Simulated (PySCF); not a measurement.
# Tin: highly charged ions in a basis for the neutral atom

Sn¹¹⁺ [Kr] 4d3, Sn¹²⁺ [Kr] 4d2. Computed with PySCF 2.14 in aug-cc-pVDZ-PP with ECP28MDF (5s4p3d, 32 functions), with a scalar-relativistic core potential. No spin-orbit coupling, so a gap to NIST mixes the basis error with missing relativistic terms.

Changed run: basis of the neutral atom used for a highly charged ion. This setting is unsound on purpose.

```
species  method  sound run (hartree)  changed run (hartree)  converged
  Sn¹¹⁺     UHF              not run             -173.47078        yes
  Sn¹¹⁺     LDA              not run             -173.56504        yes
  Sn¹¹⁺  r2SCAN              not run             -173.99428        yes
  Sn¹²⁺     UHF              not run             -164.81927        yes
  Sn¹²⁺     LDA              not run             -164.89794        yes
  Sn¹²⁺  r2SCAN              not run             -165.29930        yes
```

Ionisation energy of Sn¹¹⁺:

| method | changed run (eV) | NIST (eV) |
| --- | --- | --- |
| UHF | 235.42 | 232 ± 2.5 |
| LDA | 235.84 | 232 ± 2.5 |
| r2SCAN | 236.60 | 232 ± 2.5 |

The contracted functions were made for the neutral atom and can be too rigid for a highly charged ion.
